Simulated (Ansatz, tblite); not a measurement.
Removing and adding an electron: closo-2-NB4 (H on N) (B4NH5). Charge 0, multiplicity 1. Geometry: r2SCAN-D4/def2-SVP. Ansatz, gas phase; energy differences of separate SCF runs; the oxidised species was run as a doublet alone; the reduced species was run as a doublet alone.

| atom | x (Å) | y (Å) | z (Å) |
| --- | --- | --- | --- |
| N1 | 0.438 | -0.130 | -0.648 |
| B2 | -1.103 | 0.113 | 0.025 |
| B3 | 0.203 | 1.268 | -0.055 |
| B4 | -0.258 | -1.251 | 0.136 |
| B5 | 0.387 | 0.100 | 1.035 |
| H6 | 1.003 | -0.296 | -1.484 |
| H7 | -2.134 | 0.510 | -0.431 |
| H8 | 0.398 | 2.325 | -0.569 |
| H9 | -0.061 | -2.425 | 0.070 |
| H10 | 1.127 | -0.214 | 1.919 |

The xTB rows come from tblite.

```
               level  −HOMO (eV)  vertical IE (eV)  −LUMO (eV)  vertical EA (eV)  HOMO–LUMO gap (eV)  IE − EA (eV)                       remarks
            GFN1-xTB        9.93             13.14        6.54              3.41                3.38          9.73                             –
            GFN2-xTB        8.49             12.06        4.93              1.47                3.56         10.59                             –
    PBE-D4/def2-TZVP        5.74              8.84        1.77                 –                3.97             –                             –
   PBE-D4/def2-TZVPD        5.75                 –        1.80             -0.31                3.95             –  HOMO above zero (-1 doublet)
 r2SCAN-D4/def2-TZVP        5.87              8.71        1.58                 –                4.28             –                             –
r2SCAN-D4/def2-TZVPD        5.87                 –        1.60             -0.44                4.27             –  HOMO above zero (-1 doublet)
   PBE0-D4/def2-TZVP        6.69              8.78        0.85                 –                5.84             –                             –
  PBE0-D4/def2-TZVPD        6.70                 –        0.88             -0.47                5.81             –  HOMO above zero (-1 doublet)
```

   A HOMO above zero means that the electron is unbound at that level or that self-interaction error raises the level; the energy of removing that electron tells which. Raw xTB energy differences between charge states are shifted by several eV; the methods need an empirical correction for them. A negative affinity means that the extra electron isn't bound; its size then hangs on the basis.
